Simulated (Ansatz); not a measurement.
H3Cl3GeSi (SMILES Cl[Si](Cl)(Cl)[GeH3]), singlet, geometry from GFN2-xTB; PBE/cc-pVDZ (Ansatz, a first-principles code).

Input for Ansatz:
Ansatz 0.2 input:
```yaml
crystal:
  periodic: [false, false, false]
  atoms:
    - {symbol: Cl, position_ang: [1.36902062, -0.33257987, 1.72567050]}
    - {symbol: Si, position_ang: [0.47734987, -0.01979529, -0.05612825]}
    - {symbol: Cl, position_ang: [1.15335671, 1.71534723, -0.83073321]}
    - {symbol: Cl, position_ang: [0.96314712, -1.52730911, -1.30477584]}
    - {symbol: Ge, position_ang: [-1.83485006, 0.07608968, 0.21574725]}
    - {symbol: H, position_ang: [-2.27799922, 1.29071707, 0.96188100]}
    - {symbol: H, position_ang: [-2.37566152, -1.09204843, 0.97165252]}
    - {symbol: H, position_ang: [-2.56795113, 0.10080549, -1.08439444]}
basis:
  gaussian:
    orbitals: cc-pVDZ
hamiltonian:
  xc: pbe
```

Problem. Predict the main parts of the log of this Ansatz run.

Solution. 
```
Functional definition: PBE
1579 factors; their error is unknown
mean field evaluation 1: about -101986.7487 eV, gradient 1.8e1 eV
mean field evaluation 2: about -101987.2136 eV, gradient 1.5e1 eV
mean field evaluation 4: about -101987.8317 eV, gradient 1.2e0 eV
mean field evaluation 8: about -101987.7708 eV, gradient 7.5e-2 eV
mean field -101987.77082667 eV, -3747.9814480863 hartree, gradient 4.1e-5 eV, S^2 0.000000; 0 other end points of the search recorded, 0 dependent functions left out
reference -101987.77086517 eV, -3747.9814495011 hartree; 50, 50 occupied and 64, 64 virtual orbitals, 1579 factors
Total energy: -101987.77086517 eV, -3747.9814495011 hartree
```
